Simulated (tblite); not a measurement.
Record of a relaxation.

Species: C7H7GeN.
Bonds: C1–C2 (double), C2–C3, C3–N4 (triple), C2–C5, C5–C6 (double), C6–C7, C7–C8 (double), C8–Ge9, C5–Ge9. Hydrogens: H10, H11 on C1; H12 on C6; H13 on C7; H14 on C8; H15, H16 on Ge9.

Computed with GFN2-xTB (tblite), gas phase: L-BFGS steps from a force-field or distance-geometry start until the largest atomic force falls under 0.01 eV/Å. 4 of its 41 geometries are shown.

Step 0: E = -632.6853 eV, largest atomic force 3.396 eV/Å
```
atom  x, y, z in Å  |  force x, y, z in eV/Å
C1      2.184   -0.776    0.772    0.642   0.229  -0.178
C2      1.622    0.114   -0.058   -0.421  -0.072   0.101
C3      2.451    0.995   -0.825    1.152   1.731  -1.461
N4      3.112    1.732   -1.455   -1.859  -2.114   1.791
C5      0.166    0.129   -0.111    1.090  -0.595   0.499
C6     -0.603    0.907   -0.854    1.876   2.144  -1.848
C7     -1.993    0.777   -0.782   -2.547   1.548  -1.420
C8     -2.512   -0.121    0.026    0.031  -1.306   1.101
Ge9    -1.035   -1.021    0.885   -0.054  -0.417   0.942
H10     3.256   -0.787    0.827    0.234  -0.299   0.259
H11     1.605   -1.462    1.377    0.114   0.144  -0.121
H12    -0.104    1.659   -1.518   -0.745  -0.517   0.426
H13    -2.697    1.416   -1.375    0.948  -0.335   0.292
H14    -3.536   -0.349    0.186   -0.551   0.207  -0.173
H15    -0.922   -2.471    0.489    0.035   0.026   0.283
H16    -1.001   -0.730    2.402    0.054  -0.374  -0.493
```

Step 13: E = -633.0724 eV, largest atomic force 0.157 eV/Å
```
atom  x, y, z in Å  |  force x, y, z in eV/Å
C1      2.249   -0.771    0.773    0.007   0.013  -0.012
C2      1.615    0.096   -0.032   -0.033  -0.021   0.021
C3      2.385    0.994   -0.819   -0.031  -0.073   0.065
N4      3.042    1.701   -1.436   -0.049   0.054  -0.052
C5      0.171    0.134   -0.115   -0.070   0.028  -0.034
C6     -0.578    0.951   -0.887   -0.052  -0.043   0.036
C7     -2.023    0.809   -0.808    0.010  -0.067   0.065
C8     -2.525   -0.118    0.019   -0.002  -0.012   0.006
Ge9    -1.053   -1.029    0.904    0.056   0.008  -0.024
H10     3.321   -0.817    0.851    0.022   0.036  -0.032
H11     1.677   -1.460    1.378    0.034   0.013  -0.009
H12    -0.181    1.698   -1.558    0.157   0.009   0.001
H13    -2.646    1.452   -1.414    0.033   0.031  -0.032
H14    -3.580   -0.289    0.137   -0.037   0.038  -0.033
H15    -0.906   -2.493    0.605   -0.026  -0.006   0.005
H16    -0.975   -0.849    2.391   -0.020  -0.008   0.029
```

Step 27: E = -633.0933 eV, largest atomic force 0.083 eV/Å
```
atom  x, y, z in Å  |  force x, y, z in eV/Å
C1      2.295   -0.768    0.773    0.006  -0.008   0.015
C2      1.608    0.074   -0.012    0.052  -0.006  -0.003
C3      2.319    0.997   -0.826    0.017   0.032  -0.016
N4      2.892    1.743   -1.481   -0.047  -0.039   0.029
C5      0.163    0.094   -0.079    0.081   0.006  -0.012
C6     -0.552    0.926   -0.864    0.063   0.035  -0.023
C7     -1.997    0.818   -0.816    0.017   0.011  -0.009
C8     -2.529   -0.098    0.004   -0.046  -0.006  -0.009
Ge9    -1.090   -1.045    0.917    0.013   0.023   0.027
H10     3.371   -0.772    0.813   -0.021   0.014  -0.016
H11     1.769   -1.476    1.397    0.005  -0.002   0.002
H12    -0.094    1.658   -1.514   -0.009   0.018  -0.020
H13    -2.586    1.476   -1.442    0.003  -0.033   0.034
H14    -3.590   -0.238    0.092   -0.073  -0.028   0.027
H15    -0.964   -2.509    0.618   -0.030  -0.014  -0.007
H16    -1.022   -0.870    2.407   -0.032  -0.003  -0.019
```

Step 40: E = -633.0954 eV, largest atomic force 0.007 eV/Å
```
atom  x, y, z in Å  |  force x, y, z in eV/Å
C1      2.307   -0.770    0.776    0.001   0.001  -0.001
C2      1.617    0.070   -0.008   -0.001   0.001  -0.002
C3      2.315    0.998   -0.826    0.000   0.002  -0.002
N4      2.865    1.752   -1.491    0.005   0.001  -0.001
C5      0.172    0.091   -0.077   -0.002   0.002  -0.002
C6     -0.544    0.924   -0.862   -0.003   0.003  -0.002
C7     -1.990    0.817   -0.816    0.000   0.001   0.001
C8     -2.529   -0.098    0.002   -0.001   0.000   0.000
Ge9    -1.091   -1.043    0.917   -0.006  -0.002  -0.003
H10     3.383   -0.767    0.810    0.004   0.001  -0.001
H11     1.787   -1.480    1.402   -0.002   0.000   0.001
H12    -0.090    1.657   -1.515    0.001  -0.003   0.001
H13    -2.579    1.476   -1.439    0.006  -0.001   0.002
H14    -3.593   -0.237    0.091    0.002  -0.001   0.002
H15    -0.989   -2.510    0.616   -0.001  -0.003   0.001
H16    -1.048   -0.871    2.407   -0.003  -0.001   0.005
```

Question: Summarise the path.

Answer: The energy falls by 9.46 kcal/mol from step 0 to step 40; nine tenths of that is first reached at step 9. It rises by more than 0.2 meV at step 1. The largest force goes from 3.396 to 0.007 eV/Å. Among the bonds C6–C7 changes most, from 1.398 to 1.451 Å; the atoms move by 0.127 Å rms after alignment.

What follows is the cost of the whole relaxation. Hardware: one thread, Intel Xeon at 2.50 GHz (x86_64), shared host with 64 logical CPUs at a one-minute load of 11. Cost: 0.98 s wall.
